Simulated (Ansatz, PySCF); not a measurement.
Process, species as SMILES: C[Si](C)(Cl)Cl -> [CH3] (CH3) + C[Si](Cl)Cl (the C-Si bond at the site shown breaks; other sites are not compared here)
Structures are relaxed separately at B3LYP-D3(BJ)/def2-TZVP in Ansatz (an electronic-structure program). Frequencies are from Ansatz or PySCF.

Property: bond dissociation energy (enthalpy at 298 K, with B3LYP-D3(BJ) rigid-rotor harmonic-oscillator terms), in kJ/mol. Cores are frozen in the correlated levels unless marked. UHF or UKS for open shells. Spin-orbit coupling is left out. Non-relativistic unless marked X2C. CBS marks a two-point X^-3 extrapolation of the correlation energy; Hartree-Fock from the larger set. [CCSD(T)-MP2]/basis is that difference in the basis named.

| level | program | bond dissociation energy (kJ/mol) | minus last row |
|---|---|---|---|
| HF/6-31G* | Ansatz | 285.9 | -110.1 |
| HF/cc-pV(D+d)Z | Ansatz | 281.1 | -114.9 |
| HF/cc-pwCVTZ | Ansatz | 279.9 | -116.1 |
| PBE-D4/def2-TZVPD | Ansatz + dftd4 | 372.8 | -23.2 |
| BLYP-D4/def2-TZVPD | Ansatz + dftd4 | 358.5 | -37.5 |
| r2SCAN-D3(BJ)/def2-TZVPD | Ansatz + dftd3 | 360.0 | -36.0 |
| r2SCAN0/def2-TZVPD | Ansatz | 358.9 | -37.1 |
| M06-2X/def2-TZVPD | PySCF | 382.9 | -13.1 |
| LC-wPBE/def2-TZVPD | Ansatz | 376.1 | -19.9 |
| B2GP-PLYP/def2-TZVPD | Ansatz | 378.1 | -17.9 |
| B2PLYP/def2-TZVPD | Ansatz | 371.8 | -24.2 |
| MP2/6-31G* | Ansatz | 383.0 | -13.0 |
| CCSD(T)/6-31G* | Ansatz | 371.0 | -25.0 |
| X2C-CCSD(T)/cc-pVTZ-DK | Ansatz | 380.5 | -15.5 |
| RI-MP2/CBS(cc-pV(T+d)Z,cc-pV(Q+d)Z)+[CCSD(T)-MP2]/cc-pV(T+d)Z | Ansatz | 396.0 | 0.0 |
